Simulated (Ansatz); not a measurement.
Program: Ansatz. Geometries: PBE0-D4/def2-TZVP. ΔE: electronic, gas phase. CCSD(T)/CBS adds triple-zeta CCSD(T) − MP2 to the extrapolated MP2 energy (def2 sets, frozen cores). This one scheme is used for every species, atoms too. Functionals use def2-TZVPP. No spin–orbit coupling; open shells (•) take unrestricted orbitals. Spin–orbit coupling would lower the free atoms: a little for C, Si; strongly for I. Elements past krypton have def2 core potentials. For I outer-core shells are correlated without core-valence functions, so the limit isn't a true one: a few kJ/mol of doubt a bond, and 10 to 20 or more in all where bonds break to atoms.

`[SiH3]C=C=CI` → 3 C• + 5 H• + I• + Si•  (atomization)

```json
{"level": "PBE-QIDH", "ΔE (eV)": "37.70"}
{"level": "HF/def2-SVP", "ΔE (eV)": "27.65"}
{"level": "SCS-MP2/def2-TZVPP", "ΔE (eV)": "37.24"}
{"level": "MP2/def2-QZVPP", "ΔE (eV)": "38.10"}
```

What does CCSD(T)/CBS give? (Estimate.)

Computed: +37.82 eV. The listed levels differ from it by -0.12, -10.17, -0.58, 0.28 eV.

Largest T1 diagnostic among the species: 0.012.

From PBE to PBE0 (25 % exact exchange), in def2-TZVPP and without D4, ΔE moves by −0.71 eV: exact exchange takes away binding that semilocal exchange gives to molecules. Leaving LDA and LC-ωPBE aside and taking each functional with its dispersion term where it has one, the values, not all of them listed here, spread over 2.10 eV, from BHLYP-D4 to PBE-D4. LDA lies +4.80 eV from PBE without D4, its usual overbinding.

For atomizations the MP2-based limit and the directly extrapolated one differ by several kJ/mol either way, and by 10 to 25 for some Ge, Se and Sn compounds, so smaller differences from it don't rank the levels.
